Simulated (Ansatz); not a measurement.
## Changing the shape of TiH, quartet

Program: Ansatz, Gaussian basis, development build. Basis def2-SVP, nonrelativistic, 9 orbitals frozen in the corrections; active space CAS(5,5). Restricted Hartree–Fock, then the lowest state-specific CASSCF solution met for each case. The basis is small, far from the limit. On stretched bonds single-reference methods can fail or change state. Unlike active orbitals can shift such differences by tenths of an eV, at times by over 1 eV.

Case A: bond length 5.3400 Å. A bond is stretched, to 2.80 times the sum of the covalent radii.

Case B: bond length 1.7800 Å.

Case C: bond length 2.6700 Å. A bond is stretched, to 1.40 times the sum of the covalent radii.

Energy less that of case A, in eV:

```json
{"case": "B", "RHF/ROHF": "-1.554", "CASSCF": "-1.684"}
{"case": "C", "RHF/ROHF": "-0.394", "CASSCF": "-0.763"}
```

(1) What does SC-NEVPT2 give for these differences?

(2) Which case is lowest, and do the methods agree?

Results:

(1) B: -1.842 eV (-42.5 kcal/mol); C: -0.740 eV (-17.1 kcal/mol).

(2) B is lowest in SC-NEVPT2. Of the methods shown, RHF/ROHF, CASSCF agree.
